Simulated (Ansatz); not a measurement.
hydrogen chloride (HCl), singlet, at a GFN2-xTB geometry; CCSD(T)/6-31G (Ansatz, a program for electronic structure).

Ansatz was given this input:
Ansatz 0.2 input:
```yaml
crystal:
  periodic: [false, false, false]
  atoms:
    - {symbol: Cl, position_ang: [-0.00000000, -0.00000000, -0.07094563]}
    - {symbol: H, position_ang: [0.00000000, 0.00000000, 1.20607566]}
basis:
  gaussian:
    orbitals: 6-31G
magnetization: {spin_polarized: false}
correlation: {method: ccsd_t}
```

Output, abridged:

```
Functional definition: HF
172 factors; integrals over basis functions are off by at most 3.3e-4 eV
mean field evaluation 1: about -12517.7703 eV, gradient 1.1e1 eV
mean field evaluation 2: about -12517.7703 eV, gradient 1.1e1 eV
mean field evaluation 4: about -12518.2428 eV, gradient 4.7e-1 eV
mean field evaluation 8: about -12518.2438 eV, gradient 4.4e-7 eV
mean field evaluation 16: about -12518.2438 eV, gradient 8.3e-2 eV
mean field -12518.24381557 eV, -460.0369750517 hartree, gradient 5.5e-7 eV, S^2 0.000000; 0 other end points of the search recorded, 0 dependent functions left out
5 core orbitals not correlated
reference -12518.24381557 eV, -460.0369750517 hartree; 4, 4 occupied and 6, 6 virtual orbitals, 172 factors
second order -1.30550612 eV of doubles, -0.00000000 eV of singles
cycle   1  -1.49082205 eV  change   -1.9e-1 eV  update   3.2e-2
cycle   2  -1.56094225 eV  change   -7.0e-2 eV  update   1.1e-2
cycle   3  -1.56501607 eV  change   -4.1e-3 eV  update   1.8e-3
cycle   4  -1.56516094 eV  change   -1.4e-4 eV  update   2.3e-4
cycle   5  -1.56513693 eV  change    2.4e-5 eV  update   5.5e-5
cycle   6  -1.56513026 eV  change    6.7e-6 eV  update   7.2e-6
perturbative correction -0.01201341 eV, -0.0004414847 hartree
Total energy: -12519.82095924 eV, -460.0949340127 hartree
```
